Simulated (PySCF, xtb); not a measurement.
H2O2S2W, SMILES [OH][W]([SH])(=[S])=[O], multiplicity 1. The values are those of a single conformer.

Harmonic wavenumbers (cm⁻¹) from GFN2-xTB in xtb at its own minimum, in rising order: 106, 115, 130, 146, 181, 218, 302, 398, 496, 507, 533, 534, 869, 2339, 3514.

What does PBE-D3(BJ)/def2-SVP in PySCF 2.14.0 give at its own minimum? (Estimate from the structure and the level; the computed values follow.)

121, 146, 174, 219, 246, 278, 300, 384, 530, 565, 630, 708, 973, 2581, 3732. Paired by order, the mean absolute difference is 82 cm⁻¹ and the zero-point energies are 14.9 and 16.6 kcal/mol.
